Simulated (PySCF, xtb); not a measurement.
Al(Br)(Me)(OMe) (C2H6AlBrO), SMILES [Br][Al]([CH3])[O]C.

GFN2-xTB (xtb) at its own geometry gives an orbital gap of 4.27 eV and a dipole moment of 5.33 D.

Geometry optimised at B3LYP-D3(BJ)/def2-SVP. Other conformers were not sampled.

### Question
What does B3LYP/def2-TZVP (PySCF) give? (Estimate from the structure and the level; the computed values follow.)

### Answer
gap 7.36 eV (levels -7.96 and -0.60 eV), dipole 1.22 D.
